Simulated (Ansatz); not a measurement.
Kohn–Sham single points on `C1[SiH2][AlH][SiH2]1`.

```yaml
crystal:
  periodic: [false, false, false]
  atoms:
    - {symbol: C, position_ang: [-0.747664, 0.534736, -0.672099]}
    - {symbol: Si, position_ang: [-0.985686, -1.079636, 0.312146]}
    - {symbol: Al, position_ang: [1.019755, -0.462254, 1.591874]}
    - {symbol: Si, position_ang: [1.113754, 0.884669, -0.461803]}
    - {symbol: H, position_ang: [-1.096589, 0.500050, -1.706640]}
    - {symbol: H, position_ang: [-1.300711, 1.328913, -0.156651]}
    - {symbol: H, position_ang: [-0.684633, -2.241927, -0.579315]}
    - {symbol: H, position_ang: [-2.370503, -1.276613, 0.832297]}
    - {symbol: H, position_ang: [1.767697, -0.719014, 2.969164]}
    - {symbol: H, position_ang: [1.479980, 2.325923, -0.587270]}
    - {symbol: H, position_ang: [1.870001, 0.148151, -1.521003]}
basis:
  gaussian: {orbitals: def2-TZVPP}
hamiltonian: {xc: r2scan, dispersion: d4}
output: {forces: true, orbitals: {seedname: orbitals}}
```

```sh
$ ansatz run in.yaml --threads 2 --pin off --events-out ev --progress --plain --max-ram 4352MiB
```

Shortened log:

```
Functional definition: r2SCAN
1438 factors; their error is unknown
mean field evaluation 1: about -23491.5481 eV, gradient 6.0e1 eV
mean field evaluation 2: about -23433.9748 eV, gradient 1.2e2 eV
mean field evaluation 4: about -23500.5321 eV, gradient 8.7e0 eV
mean field evaluation 8: about -23500.7238 eV, gradient 2.7e-1 eV
mean field evaluation 16: about -23500.6832 eV, gradient 2.6e-4 eV
mean field -23500.68317983 eV, -863.6341775237 hartree, gradient 1.3e-5 eV, S^2 0.000000; 0 other end points of the search recorded, 0 dependent functions left out
reference -23500.68319588 eV, -863.6341781133 hartree; 27, 27 occupied and 228, 228 virtual orbitals, 1438 factors
Total energy: -23500.74847331 eV, -863.6365770145 hartree
Atom 0 at    -0.747664     0.534736    -0.672099 Å, force    -0.041027     0.030417    -0.033905 eV/Å
Atom 1 at    -0.985686    -1.079636     0.312146 Å, force    -0.000346    -0.040404     0.040406 eV/Å
Atom 2 at     1.019755    -0.462254     1.591874 Å, force     0.032889    -0.022280     0.032635 eV/Å
Atom 3 at     1.113754     0.884669    -0.461803 Å, force     0.052549     0.008862     0.020940 eV/Å
Atom 4 at    -1.096589     0.500050    -1.706640 Å, force    -0.013532     0.015772     0.003311 eV/Å
Atom 5 at    -1.300711     1.328913    -0.156651 Å, force     0.000967    -0.008162    -0.018042 eV/Å
Atom 6 at    -0.684633    -2.241927    -0.579315 Å, force    -0.008616     0.013659     0.004171 eV/Å
Atom 7 at    -2.370503    -1.276613     0.832297 Å, force    -0.000369    -0.009090    -0.020689 eV/Å
Atom 8 at     1.767697    -0.719014     2.969164 Å, force    -0.012120     0.007904    -0.012836 eV/Å
Atom 9 at     1.479980     2.325923    -0.587270 Å, force     0.000843    -0.007946    -0.021133 eV/Å
Atom 10 at     1.870001     0.148151    -1.521003 Å, force    -0.011238     0.011269     0.005142 eV/Å
Dipole moment:    -0.015604     0.062302     0.115783 e Å
```

It took 9.5 s on 2 threads of an Arm Neoverse V1 on a shared host, with 0.38 GiB of host memory at the peak.

With the line `hamiltonian: {xc: {name: BHLYP}, dispersion: d4}` and no forces (abridged; 6.5 s):

```
Functional definition: BHLYP
mean field evaluation 16: about -23502.8362 eV, gradient 3.9e-5 eV
mean field -23502.83615802 eV, -863.7132980129 hartree, gradient 3.9e-5 eV, S^2 0.000000
Total energy: -23503.23602690 eV, -863.7279929230 hartree
```

With the line `hamiltonian: {xc: {name: r2SCAN0}, dispersion: d4}` and no forces (abridged; 9.5 s):

```
Functional definition: r2SCAN0
mean field evaluation 16: about -23500.3042 eV, gradient 1.2e-5 eV
mean field -23500.30423004 eV, -863.6202513756 hartree, gradient 1.2e-5 eV, S^2 0.000000
Total energy: -23500.38362343 eV, -863.6231690288 hartree
```

The same input with `hamiltonian: {xc: lda}` and no forces (abridged; 2.5 s):

```
Functional definition: SPW92
mean field evaluation 16: about -23400.6060 eV, gradient 2.2e-4 eV
mean field -23400.60598926 eV, -859.9564086047 hartree, gradient 3.0e-5 eV, S^2 0.000000
Total energy: -23400.60603791 eV, -859.9564103926 hartree
```

Changing it to `hamiltonian: {xc: {name: B97M-V}}` and no forces (abridged; 18 s):

```
Functional definition: B97M-V
mean field evaluation 16: about -23498.2061 eV, gradient 1.1e-3 eV
mean field -23498.20612462 eV, -863.5431474237 hartree, gradient 3.1e-5 eV, S^2 0.000000
Total energy: -23498.20620225 eV, -863.5431502766 hartree
```

The same input with `hamiltonian: {xc: {name: CAM-B3LYP}, dispersion: d4}` and no forces (abridged; 7 s):

```
Functional definition: CAM-B3LYP
mean field evaluation 16: about -23503.1750 eV, gradient 5.1e-5 eV
mean field -23503.17501448 eV, -863.7257507580 hartree, gradient 5.1e-5 eV, S^2 0.000000
Total energy: -23503.42337598 eV, -863.7348778748 hartree
```
